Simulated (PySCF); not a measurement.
Cl₂Te, singlet, at a GFN2-xTB geometry (core potentials on Te); BLYP/def2-SVP (PySCF).

Here is a job for PySCF.
```python
from pyscf import gto, scf, dft

mol = gto.M(
    atom='''
Te   -0.01170558    0.01195986    0.61430806
Cl    1.11463884    1.32379797   -0.94476070
Cl   -1.07883353   -1.36038108   -0.93429926
''',
    basis='def2-svp',
    ecp={'Te': 'def2-svp'},
    verbose=4,
)

mf = dft.RKS(mol)
mf.xc = 'blyp'
mf.kernel()
```

It wrote (shortened):

```
PySCF version 2.14.0

[INPUT] verbose = 4
[INPUT] num. atoms = 3
[INPUT] num. electrons = 58
[INPUT] charge = 0
[INPUT] spin (= nelec alpha-beta = 2S) = 0
[INPUT] symmetry False subgroup None
[INPUT] Mole.unit = angstrom
[INPUT] Symbol           X                Y                Z      unit          X                Y                Z       unit  Magmom
[INPUT]  1 Te    -0.011705580000   0.011959860000   0.614308060000 AA   -0.022120340329   0.022600859888   1.160873989513 Bohr   0.0
[INPUT]  2 Cl     1.114638840000   1.323797970000  -0.944760700000 AA    2.106362135403   2.501615607555  -1.785338976252 Bohr   0.0
[INPUT]  3 Cl    -1.078833530000  -1.360381080000  -0.934299260000 AA   -2.038699905698  -2.570747666240  -1.765569719784 Bohr   0.0

nuclear repulsion = 229.590990162358
number of shells = 26
number of NR pGTOs = 133
number of NR cGTOs = 62
basis = def2-svp
ecp = {'Te': 'def2-svp'}

******** <class 'pyscf.dft.rks.RKS'> ********
method = RKS
initial guess = minao
damping factor = 0
level_shift factor = 0
DIIS = <class 'pyscf.scf.diis.CDIIS'>
diis_start_cycle = 1
diis_space = 8
diis_damp = 0
SCF conv_tol = 1e-09
SCF conv_tol_grad = None
SCF max_cycles = 50
direct_scf = True
direct_scf_tol = 1e-13
XC library pyscf.dft.libxc version 7.1.2
    S. Lehtola, C. Steigemann, M. J. T. Oliveira, and M. A. L. Marques,  SoftwareX 7, 1–5 (2018)
XC functionals = blyp
    A. D. Becke,  Phys. Rev. A 38, 3098 (1988)
    C. Lee, W. Yang, and R. G. Parr,  Phys. Rev. B 37, 785 (1988)
    B. Miehlich, A. Savin, H. Stoll, and H. Preuss,  Chem. Phys. Lett. 157, 200 (1989)
radial grids:
    Treutler-Ahlrichs [JCP 102, 346 (1995); DOI:10.1063/1.469408] (M4) radial grids

becke partition: Becke, JCP 88, 2547 (1988); DOI:10.1063/1.454033
pruning grids: <function nwchem_prune>
grids dens level: 3
symmetrized grids: False
atomic radii adjust function: <function treutler_atomic_radii_adjust>
small_rho_cutoff = 0
Set gradient conv threshold to 3.16228e-05
Initial guess from minao.
tot grids = 59720
init E= -1160.85312921681
  HOMO = -0.690364096407039  LUMO = -0.664578618221453  gap/eV = 0.70166
cycle= 1 E= -1184.93311583296  delta_E= -24.1  |g|= 3.46  |ddm|= 8.55
  HOMO = 0.215162093238608  LUMO = 0.233723183514588  gap/eV = 0.50507
cycle= 2 E= -1180.60520514281  delta_E= 4.33  |g|= 5.06  |ddm|= 14.8
  HOMO = -0.124093351146385  LUMO = -0.0481077934903561  gap/eV = 2.06767
cycle= 3 E= -1188.02191833686  delta_E= -7.42  |g|= 0.459  |ddm|= 13.1
  HOMO = -0.205482976368657  LUMO = -0.134548604754735  gap/eV = 1.93022
cycle= 4 E= -1188.08419271454  delta_E= -0.0623  |g|= 0.136  |ddm|= 1.17
  HOMO = -0.185818742063432  LUMO = -0.119139794105333  gap/eV = 1.81443
cycle= 5 E= -1188.08730268615  delta_E= -0.00311  |g|= 0.0782  |ddm|= 0.313
  HOMO = -0.185205723625678  LUMO = -0.117553644171228  gap/eV = 1.84091
cycle= 6 E= -1188.08955252981  delta_E= -0.00225  |g|= 0.00772  |ddm|= 0.112
  HOMO = -0.185057056212798  LUMO = -0.117069111295692  gap/eV = 1.85005
cycle= 7 E= -1188.08956896702  delta_E= -1.64e-05  |g|= 0.00152  |ddm|= 0.00967
  HOMO = -0.185237161979551  LUMO = -0.117226879034326  gap/eV = 1.85065
cycle= 8 E= -1188.08956963853  delta_E= -6.72e-07  |g|= 0.00014  |ddm|= 0.00204
  HOMO = -0.185242233755929  LUMO = -0.117238820576118  gap/eV = 1.85047
cycle= 9 E= -1188.0895696436  delta_E= -5.07e-09  |g|= 7.93e-05  |ddm|= 0.000346
  HOMO = -0.18524135604185  LUMO = -0.117238105014245  gap/eV = 1.85046
cycle= 10 E= -1188.08956964535  delta_E= -1.75e-09  |g|= 4.45e-05  |ddm|= 0.000179
  HOMO = -0.185240895053795  LUMO = -0.117237586322622  gap/eV = 1.85046
cycle= 11 E= -1188.0895696461  delta_E= -7.49e-10  |g|= 7.92e-07  |ddm|= 7.09e-05
  HOMO = -0.185240719071309  LUMO = -0.117237459427259  gap/eV = 1.85046
Extra cycle  E= -1188.0895696461  delta_E= 1.82e-12  |g|= 1.1e-06  |ddm|= 2.83e-06
converged SCF energy = -1188.0895696461
```
